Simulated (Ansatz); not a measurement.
Cost and result for the atomization energy of `[F][In]([F])[SeH]` (5 atoms, 4 bonds).

Charge 0, multiplicity 1. Correlated methods include outer-core shells of In, Se, which these sets cover unevenly. Scalar relativity is left out up to krypton. In takes the def2 core potential. All single points use the PBE0-D4/def2-TZVP geometry. It is one conformer, not always the lowest. Program: Ansatz. Hardware: A = 2 threads of an AMD EPYC 7R13 on a shared host; B = 2 threads of an AMD EPYC 7R13 on a shared host and a share of an NVIDIA H100 80 GB. Times are those of one run each, without the atoms' runs, and a repeat can differ threefold. Electronic energies, without spin–orbit coupling; frozen cores. CCSD(T)/CBS adds CCSD(T) − MP2 in def2-TZVPP to the MP2 limit, and its time is that of the two runs behind it. T1 = 0.015. With those shells the extrapolation isn't a true limit. B3LYP takes the VWN-RPA correlation (the form of Gaussian; ORCA's B3LYP/G). HSE06 is the plane-wave form, built on full-range PBE exchange.

CCSD(T)/CBS is a level of theory with its own doubt, some kJ/mol a heavy atom from the limit and from the frozen cores, so smaller differences don't rank the functionals.

```
                                 level  functions  wall time  atomization (kJ/mol)  difference from CCSD(T)/CBS  per bond
            LDA (SPW92)/def2-TZVPP [A]        174      1.1 s                1669.2                        242.7      60.7
                PBE0-D4/def2-TZVPP [A]        174      3.1 s                1371.4                        -55.1     -13.8
               HSE06-D4/def2-TZVPP [A]        174      3.1 s                1371.6                        -54.9     -13.7
           CAM-B3LYP-D4/def2-TZVPP [A]        174      3.6 s                1388.9                        -37.6      -9.4
                CCSD(T)/def2-TZVPP [B]        174      3.9 s                1358.4                        -68.1     -17.0
r2SCAN-D4/def2-TZVPP (with forces) [A]        174        4 s                1409.7                        -16.8      -4.2
             r2SCANh-D4/def2-TZVPP [A]        174      4.2 s                1383.7                        -42.8     -10.7
 B3LYP-D4/def2-TZVPP (with forces) [A]        174      4.3 s                1367.0                        -59.5     -14.9
               PBE-QIDH/def2-TZVPP [A]        174      4.8 s                1370.2                        -56.3     -14.1
                  CCSD(T)/def2-SVP [A]         91        6 s                1276.0                       -150.5     -37.6
  ωB97M-V/def2-TZVPP (with forces) [A]        174       10 s                1389.4                        -37.1      -9.3
                CCSD(T)/def2-QZVPP [B]        315       15 s                1406.5                        -20.0      -5.0
                     CCSD(T)/CBS(def2)          –       19 s                1426.5                          0.0       0.0
```

From PBE to PBE0 (25 % exact exchange), in def2-TZVPP and without D4, the atomization energy moves by −61.3 kJ/mol: exact exchange takes away binding that semilocal exchange gives to molecules. Leaving LDA and LC-ωPBE aside and taking each functional with its dispersion term where it has one, the values, not all of them listed here, spread over 140.3 kJ/mol, from BHLYP-D4 to PBE-D4. LDA lies +245.0 kJ/mol from PBE without D4, its usual overbinding. At CCSD(T), def2-SVP lies −150.5 kJ/mol from the extrapolated value and def2-TZVPP −68.1 kJ/mol: correlation converges slowly with the basis, and small sets miss more of it in the bonded molecule than in its fragments.

Spin–orbit coupling would lower the free In atoms strongly, and the atomization energy with them, by more than many differences here. For some Ge, Se and Sn compounds the MP2-based and the directly extrapolated limit differ by 10 to 25 kJ/mol.
